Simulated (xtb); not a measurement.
C5H14NSi (SMILES [CH2][Si](C)(C)N(C)C), doublet, from a rough starting geometry; GFN2-xTB (xtb).

Input for xtb:
```
$ xtb mol.xyz --gfn 2 --uhf 1 --opt vtight --json

# file mol.xyz
21

C     -0.62758726    -0.72536698    -2.09774081
Si    -0.66057576    -0.04768667    -0.26876451
C     -1.67676956    -1.23109521     0.83770125
C     -1.46248541     1.63361409    -0.33592668
N      0.93642410     0.10954552     0.44630242
C      1.59907150    -0.98598901     1.03999731
C      1.88057040     1.07602364    -0.02819669
H     -1.03357016    -0.08094991    -2.89513160
H      0.05131589    -1.50505365    -2.28285974
H     -1.51117739    -0.95034426     1.88488602
H     -2.68343917    -1.17129788     0.61489446
H     -1.35653940    -2.21306094     0.71504283
H     -0.97611192     2.38014772    -0.87614780
H     -1.51540110     2.09596897     0.74952693
H     -2.45354587     1.62224997    -0.58393374
H      2.21016200    -1.54544811     0.40344251
H      0.90965155    -1.68937180     1.43175680
H      2.22936162    -0.65103389     1.88260099
H      2.56193853     0.57838238    -0.80574234
H      1.37399184     1.86472565    -0.54079495
H      2.44927018     1.51016982     0.81103458
```

What the program printed (banner, timings and long lists left out):

```
   ID    Z sym.   atoms
    1    6 C      1, 3, 4, 6, 7
    2   14 Si     2
    3    7 N      5
    4    1 H      8-21

           -------------------------------------------------
          |                Calculation Setup                |
           -------------------------------------------------

           -------------------------------------------------
          |                 G F N 2 - x T B                 |
           -------------------------------------------------

          ...................................................
          :                      SETUP                      :
          :.................................................:
          :  # basis functions                  48          :
          :  # atomic orbitals                  47          :
          :  # shells                           29          :
          :  # electrons                        43          :
          :  max. iterations                   250          :
          :  Hamiltonian                  GFN2-xTB          :
          :  restarted?                      false          :
          :  GBSA solvation                  false          :
          :  PC potential                    false          :
          :  electronic temp.          300.0000000     K    :
          :  accuracy                    1.0000000          :
          :  -> integral cutoff          0.2500000E+02      :
          :  -> integral neglect         0.1000000E-07      :
          :  -> SCF convergence          0.1000000E-05 Eh   :
          :  -> wf. convergence          0.1000000E-03 e    :
          :  Broyden damping             0.4000000          :
          :  net charge                          0          :
          :  unpaired electrons                  1          :
          ...................................................

 iter      E             dE          RMSdq      gap      omega  full diag
   1    -22.6451381 -0.226451E+02  0.428E+00    6.08       0.0  T
   2    -22.7062479 -0.611099E-01  0.353E+00    4.35       1.0  T
   3    -22.7235873 -0.173394E-01  0.181E+00    5.74       1.0  T
   4    -22.7252480 -0.166070E-02  0.114E+00    4.91       1.0  T
   5    -22.7313027 -0.605469E-02  0.504E-01    5.25       1.0  T
   6    -22.7320479 -0.745225E-03  0.188E-01    5.37       1.0  T
   7    -22.7320640 -0.160424E-04  0.806E-02    5.41       1.0  T
   8    -22.7320451  0.188898E-04  0.546E-02    5.41       1.0  T
   9    -22.7320983 -0.532130E-04  0.148E-02    5.41       1.5  T
  10    -22.7320995 -0.122025E-05  0.597E-03    5.41       3.7  T
  11    -22.7320998 -0.253364E-06  0.261E-03    5.41       8.4  T
  12    -22.7320998 -0.604786E-07  0.854E-04    5.41      25.5  T
  13    -22.7320998  0.206601E-09  0.336E-04    5.41      64.9  T

   *** convergence criteria satisfied after 13 iterations ***

         :::::::::::::::::::::::::::::::::::::::::::::::::::::
         ::                     SUMMARY                     ::
         :::::::::::::::::::::::::::::::::::::::::::::::::::::
         :: total energy             -22.384352972796 Eh    ::
         :: gradient norm              0.159866633359 Eh/a0 ::
         :: HOMO-LUMO gap              5.409699414170 eV    ::
         ::.................................................::
         :: SCC energy               -22.731963239096 Eh    ::
         :: -> isotropic ES            0.025530288286 Eh    ::
         :: -> anisotropic ES          0.008289425796 Eh    ::
         :: -> anisotropic XC          0.011311049366 Eh    ::
         :: -> dispersion             -0.014708695139 Eh    ::
         :: repulsion energy           0.347610266299 Eh    ::
         :: add. restraining           0.000000000000 Eh    ::
         :: total charge              -0.000000000000 e     ::
         :::::::::::::::::::::::::::::::::::::::::::::::::::::

      -----------------------------------------------------------
     |                   =====================                   |
[...]
 * total energy  :   -22.4102800 Eh     change       -0.1572174E-05 Eh
 * total energy  :   -22.4102818 Eh     change       -0.1863039E-05 Eh
 * total energy  :   -22.4102834 Eh     change       -0.1543914E-05 Eh
 * total energy  :   -22.4102843 Eh     change       -0.9037662E-06 Eh
 * total energy  :   -22.4102851 Eh     change       -0.8562347E-06 Eh
 * total energy  :   -22.4102858 Eh     change       -0.6289351E-06 Eh
 * total energy  :   -22.4102855 Eh     change        0.2983585E-06 Eh
 * total energy  :   -22.4102860 Eh     change       -0.5274195E-06 Eh
 * total energy  :   -22.4102862 Eh     change       -0.2384683E-06 Eh
 * total energy  :   -22.4102864 Eh     change       -0.1675368E-06 Eh
 * total energy  :   -22.4102866 Eh     change       -0.2047553E-06 Eh
 * total energy  :   -22.4102866 Eh     change       -0.5083588E-07 Eh
   *** GEOMETRY OPTIMIZATION CONVERGED AFTER 41 ITERATIONS ***
         :: total energy             -22.410286641945 Eh    ::
[...]
     3   6 C        3.650    -0.201    24.833     7.158
     4   6 C        3.650    -0.201    24.833     7.158
     5   7 N        2.635    -0.226    25.954     7.566
     6   6 C        3.737    -0.035    21.277     6.583
     7   6 C        3.737    -0.035    21.277     6.582
     8   1 H        0.926     0.046     2.374     2.410
     9   1 H        0.926     0.046     2.374     2.410
    10   1 H        0.925     0.029     2.606     2.525
    11   1 H        0.925     0.018     2.758     2.597
    12   1 H        0.925     0.013     2.836     2.634
    13   1 H        0.925     0.013     2.837     2.634
    14   1 H        0.925     0.029     2.606     2.525
    15   1 H        0.925     0.018     2.758     2.597
    16   1 H        0.924     0.021     2.713     2.576
    17   1 H        0.925     0.040     2.448     2.447
    18   1 H        0.924     0.037     2.490     2.468
    19   1 H        0.924     0.021     2.713     2.576
    20   1 H        0.925     0.040     2.448     2.447
    21   1 H        0.924     0.037     2.490     2.468

 Mol. C6AA /au·bohr⁶  :       3880.427916
 Mol. C8AA /au·bohr⁸  :     101678.285364
 Mol. α(0) /au        :         99.125364

Wiberg/Mayer (AO) data.
largest (>0.10) Wiberg bond orders for each atom

 ---------------------------------------------------------------------------
     #   Z sym  total        # sym  WBO       # sym  WBO       # sym  WBO
 ---------------------------------------------------------------------------
     1   6 C    3.355 --     2 Si   1.097     8 H    0.983     9 H    0.983
                             5 N    0.170
     2  14 Si   3.818 --     1 C    1.097     5 N    0.983     4 C    0.863
                             3 C    0.863
     3   6 C    3.978 --    11 H    0.999    12 H    0.997    10 H    0.990
                             2 Si   0.863
     4   6 C    3.978 --    15 H    0.999    13 H    0.997    14 H    0.990
                             2 Si   0.863
     5   7 N    3.340 --     6 C    1.042     7 C    1.042     2 Si   0.983
                             1 C    0.170
     6   6 C    3.986 --     5 N    1.042    17 H    0.989    16 H    0.975
                            18 H    0.973
     7   6 C    3.986 --     5 N    1.042    20 H    0.989    19 H    0.975
                            21 H    0.973
     8   1 H    0.998 --     1 C    0.983
     9   1 H    0.998 --     1 C    0.983
    10   1 H    0.999 --     3 C    0.990
    11   1 H    1.000 --     3 C    0.999
    12   1 H    1.000 --     3 C    0.997
    13   1 H    1.000 --     4 C    0.997
    14   1 H    0.999 --     4 C    0.990
    15   1 H    1.000 --     4 C    0.999
    16   1 H    0.999 --     6 C    0.975
    17   1 H    0.998 --     6 C    0.989
    18   1 H    0.999 --     6 C    0.973
    19   1 H    0.999 --     7 C    0.975
    20   1 H    0.998 --     7 C    0.989
    21   1 H    0.999 --     7 C    0.973
 ---------------------------------------------------------------------------

Topologies differ in total number of bonds
Writing topology from bond orders to xtbtopo.mol

molecular dipole:
                 x           y           z       tot (Debye)
 q only:        0.375      -0.052      -0.058
   full:        0.527      -0.022       0.049       1.346
molecular quadrupole (traceless):
                xx          xy          yy          xz          yz          zz
 q only:        0.005       0.267      -0.159       0.698       0.070       0.154
  q+dip:       -0.856      -0.165      -0.127      -0.508       0.573       0.982
   full:        0.528      -0.128       0.529      -0.378      -0.716      -1.058

optimized geometry written to: xtbopt.xyz

           -------------------------------------------------
          | TOTAL ENERGY              -22.410286641945 Eh   |
          | GRADIENT NORM               0.000033133196 Eh/α |
          | HOMO-LUMO GAP               5.712603875113 eV   |
           -------------------------------------------------
```
